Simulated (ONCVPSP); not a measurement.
**Transferability test, ONCV potential for gallium (Ga)**

- Element: Ga (Z = 31)
- Generator: ONCVPSP 4.0.1
- Type: optimised norm-conserving Vanderbilt (ONCV)
- Functional: PBE
- Relativity: scalar-relativistic
- Frozen core: [Ar]
- Valence charge: 13
- Reference configuration: 3d10 4s1 (charge +2)
- Partial waves: 4s: rc 1.65 bohr, ncon 4, nbas 9, qcut 3.2 1/bohr, 2 projectors, debl 1 Ha; p scattering state at 0.46 Ha: rc 1.35 bohr, ncon 3, nbas 7, qcut 5.3 1/bohr, 2 projectors, debl 3.9 Ha; 3d: rc 0.85 bohr, ncon 5, nbas 10, qcut 16.1 1/bohr, 3 projectors, debl 2.3 Ha
- Local potential: polynomial inside 0.80 bohr (lpopt 5, dvloc0 0 Ha)
- Core correction: Teter function, fcfact 4.25, rcfact 1.25

Energies are relative to the spin-unpolarised reference configuration 3d10 4s1; without spin polarisation the order of configurations can differ from experiment.

| valence configuration | charge | ΔE all-electron (eV) | error AE − PS (meV) |
| --- | --- | --- | --- |
| 3d10 4s2 4p1 | 0 | -26.817 | +96 |
| 3d10 4s1 4p1 | +1 | -13.756 | +100 |

Q: What are ΔE and the potential's error for 3d10 4s0?

A: ΔE = 31.271 eV all-electron; the error (AE − PS) is +36 meV.

Q: What are ΔE and the potential's error for 3d10 4s2?

A: ΔE = -21.128 eV all-electron; the error (AE − PS) is +17 meV.

Note: ghosts flagged at negative energy: s at -136.0 eV; GHOST(+) flagged for p at 122.5 eV. A true bound ghost makes a file unfit for plane-wave use.
